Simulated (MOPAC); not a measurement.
MOPAC input (PM6):

```
PM6 PRECISE GNORM=0.05 LET XYZ GEO-OK AUX(PRECISION=9) THREADS=1
H3Cl3Si2

Si   -2.20436500 1    0.15637200 1   -0.57419300 1
Si    0.04754200 1   -0.00337200 1    0.01238400 1
Cl    0.97738100 1   -1.48102300 1   -1.07313100 1
Cl    0.24767100 1   -0.44921700 1    2.00927300 1
Cl    1.02005700 1    1.77097700 1   -0.35133600 1
H    -2.85752400 1   -1.13893200 1   -0.28419800 1
H    -2.82179300 1    1.23690900 1    0.22565000 1
H    -2.29199600 1    0.46748700 1   -2.01781800 1
```

Output:

```
 *******************************************************************************
 **                                                                           **
 **                              MOPAC v23.2.5                                **
 **                                                                           **
 *******************************************************************************
 ** MOPAC's Digital Object Identifier: https://doi.org/10.5281/zenodo.6511958 **
 **                                                                           **
 ** Please cite the open-source release paper for use of this MOPAC version:  **
 ** J. E. Moussa and J. J. P. Stewart (2026)                                  **
 ** MOPAC: An open-source semiempirical molecular orbital program             **
 ** J. Open Source Softw., 11(119), 8025, https://doi.org/10.21105/joss.08025 **
 *******************************************************************************

                              PM6 CALCULATION RESULTS

 *******************************************************************************
 *  PM6        - The PM6 Hamiltonian to be used
 *  GEO-OK     - OVERRIDE INTERATOMIC DISTANCE AND OTHER SAFETY CHECKS
 *  LET        - OVERRIDE SOME SAFETY CHECKS
 *  PRECISE    - TIGHTER CRITERIA TO BE USED
 *  XYZ        - CARTESIAN COORDINATE SYSTEM TO BE USED
 *  GNORM      - EXIT WHEN GRADIENT NORM DROPS BELOW 0.050
 *  AUX        - OUTPUT AUXILIARY INFORMATION
 *******************************************************************************
PM6 PRECISE GNORM=0.05 LET XYZ GEO-OK AUX(PRECISION=9) THREADS=1
 H3Cl3Si2

   ATOM   CHEMICAL          X               Y               Z
  NUMBER   SYMBOL      (ANGSTROMS)     (ANGSTROMS)     (ANGSTROMS)

     1      Si         -2.20436500  *   0.15637200  *  -0.57419300  *
     2      Si          0.04754200  *  -0.00337200  *   0.01238400  *
     3      Cl          0.97738100  *  -1.48102300  *  -1.07313100  *
     4      Cl          0.24767100  *  -0.44921700  *   2.00927300  *
     5      Cl          1.02005700  *   1.77097700  *  -0.35133600  *
     6       H         -2.85752400  *  -1.13893200  *  -0.28419800  *
     7       H         -2.82179300  *   1.23690900  *   0.22565000  *
     8       H         -2.29199600  *   0.46748700  *  -2.01781800  *

          CARTESIAN COORDINATES

    NO.       ATOM           X           Y           Z

     1        Si         -2.2044      0.1564     -0.5742
     2        Si          0.0475     -0.0034      0.0124
     3        Cl          0.9774     -1.4810     -1.0731
     4        Cl          0.2477     -0.4492      2.0093
     5        Cl          1.0201      1.7710     -0.3513
     6         H         -2.8575     -1.1389     -0.2842
     7         H         -2.8218      1.2369      0.2256
     8         H         -2.2920      0.4675     -2.0178

 General Reference for PM6:
 "Optimization of Parameters for Semiempirical Methods V: Modification of NDDO Approximations
 and Application to 70 Elements", J. J. P. Stewart, J. Mol. Mod., 13, 1173-1213 (2007)
 URL: https://link.springer.com/article/10.1007/s00894-007-0233-4

           Empirical Formula: H3 Si2 Cl3  =     8 atoms

      MOLECULAR POINT GROUP   :   C3v

      RHF CALCULATION, NO. OF DOUBLY OCCUPIED LEVELS = 16

          Geometry optimization using EF

          DIAGONAL MATRIX USED AS START HESSIAN

 CYCLE:     1  GRAD.:    52.862 HEAT: -103.3149
 CYCLE:     2  GRAD.:    69.612 HEAT: -103.5544
 CYCLE:     3  GRAD.:    11.697 HEAT: -106.9869
 CYCLE:     4  GRAD.:     8.548 HEAT: -107.3612
 CYCLE:     5  GRAD.:    14.516 HEAT: -108.2009
 CYCLE:     6  GRAD.:     4.692 HEAT: -108.3866
 CYCLE:     7  GRAD.:     0.403 HEAT: -108.4105
 CYCLE:     8  GRAD.:     0.114 HEAT: -108.4109
 CYCLE:     9  GRAD.:     0.054 HEAT: -108.4109
 CYCLE:    10  GRAD.:     0.121 HEAT: -108.4109
 CYCLE:    11  GRAD.:     0.025 HEAT: -108.4109

     GRADIENT =  0.02501 IS LESS THAN CUTOFF =  0.05000

 -------------------------------------------------------------------------------
 PM6 PRECISE GNORM=0.05 LET XYZ GEO-OK AUX(PRECISION=9) THREADS=1
 H3Cl3Si2

     GEOMETRY OPTIMISED USING EIGENVECTOR FOLLOWING (EF).
     SCF FIELD WAS ACHIEVED

                              PM6 CALCULATION
                                                       MOPAC v23.2.5 Linux

          FINAL HEAT OF FORMATION =       -108.41092 KCAL/MOL =    -453.59128 KJ/MOL

          COSMO AREA              =        161.18 SQUARE ANGSTROMS
          COSMO VOLUME            =        164.01 CUBIC ANGSTROMS

          GRADIENT NORM           =          0.02501          =       0.00884 PER ATOM
          IONIZATION POTENTIAL    =          9.443947 EV
          HOMO LUMO ENERGIES (EV) =         -9.444 -1.229
          NO. OF FILLED LEVELS    =         16
          MOLECULAR WEIGHT        =        165.5537         POINT GROUP:  C3v

          MOLECULAR DIMENSIONS (Angstroms)

            Atom       Atom       Distance
            H     6   Cl     5     4.68123
            H     8   Cl     4     4.56139
            H     7   Cl     3     4.48389

          SCF CALCULATIONS        =         12

   ATOM   CHEMICAL          X               Y               Z
  NUMBER   SYMBOL      (ANGSTROMS)     (ANGSTROMS)     (ANGSTROMS)

     1      Si         -1.99297367  *   0.14137756  *  -0.51912933  *
     2      Si          0.04380283  *  -0.00311176  *   0.01140961  *
     3      Cl          0.89005404  *  -1.49634453  *  -1.11599135  *
     4      Cl          0.14927376  *  -0.44871116  *   2.01322118  *
     5      Cl          0.93341843  *   1.80511695  *  -0.38336887  *
     6       H         -2.68566673  *  -1.16046923  *  -0.23700081  *
     7       H         -2.65001338  *   1.23129502  *   0.27748492  *
     8       H         -2.11643406  *   0.45780710  *  -1.98160952  *

                             CARTESIAN COORDINATES

   1   Si       -1.992973667     0.141377563    -0.519129335
   2   Si        0.043802825    -0.003111761     0.011409611
   3   Cl        0.890054044    -1.496344533    -1.115991350
   4   Cl        0.149273756    -0.448711161     2.013221182
   5   Cl        0.933418427     1.805116950    -0.383368869
   6    H       -2.685666730    -1.160469230    -0.237000813
   7    H       -2.650013376     1.231295021     0.277484919
   8    H       -2.116434060     0.457807103    -1.981609523

           Empirical Formula: H3 Si2 Cl3  =     8 atoms

      MOLECULAR POINT GROUP   :   C3v

                  EIGENVALUES
 -26.95070 -26.47106 -26.47105 -20.88065 -17.78166 -14.29224 -14.29222 -12.95612
 -12.33976 -12.33975 -12.29869 -12.29868 -11.50998 -11.50996 -11.41858  -9.44395
  -1.22904  -1.22903  -0.87277   0.11992   0.26203   0.26203   0.37141   0.90448
   0.90449   1.43182   1.43183   1.91550   1.98503   1.98504   3.25463   4.11794
   4.11794  87.82827  88.10599  88.41102  88.41109  88.89383  88.89385  88.91539
  89.34410  89.34417  89.54696  89.54699  89.72579  89.72586  89.74576  90.01863

              NET ATOMIC CHARGES AND DIPOLE CONTRIBUTIONS

  ATOM NO.   TYPE          CHARGE      No. of ELECS.   s-Pop       p-Pop       d-Pop
    1         Si           0.162779        3.8372     1.22734     2.15424     0.45564
    2         Si           0.507508        3.4925     1.17642     1.42716     0.88891
    3         Cl          -0.203886        7.2039     1.99378     5.20786     0.00225
    4         Cl          -0.203888        7.2039     1.99378     5.20786     0.00225
    5         Cl          -0.203894        7.2039     1.99378     5.20787     0.00225
    6          H          -0.019540        1.0195     1.01954
    7          H          -0.019540        1.0195     1.01954
    8          H          -0.019540        1.0195     1.01954
 DIPOLE           X         Y         Z       TOTAL
 POINT-CHG.    -2.684     0.190    -0.699     2.780
 HYBRID         0.984    -0.070     0.256     1.019
 SUM           -1.700     0.121    -0.443     1.761

          ATOMIC ORBITAL ELECTRON POPULATIONS

     Atom    s        px        py        pz      x^2-y^2     xz        z^2       yz        xy
    1 Si   1.22734   0.68795   0.73461   0.73167   0.09420   0.04144   0.14289   0.08098   0.09614
    2 Si   1.17642   0.51387   0.45478   0.45851   0.23466   0.13234   0.21064   0.17890   0.13237
    3 Cl   1.99378   1.80381   1.66042   1.74362   0.00042   0.00029   0.00038   0.00064   0.00051
    4 Cl   1.99378   1.85972   1.84703   1.50111   0.00009   0.00043   0.00110   0.00056   0.00007
    5 Cl   1.99378   1.79743   1.56148   1.84895   0.00061   0.00012   0.00037   0.00044   0.00070
    6  H   1.01954
    7  H   1.01954
    8  H   1.01954

 **********************
 *                    *
 * JOB ENDED NORMALLY *
 *                    *
 **********************

 == MOPAC DONE ==
```

The geometry given is a B3LYP-D3(BJ)/def2-TZVP minimum.
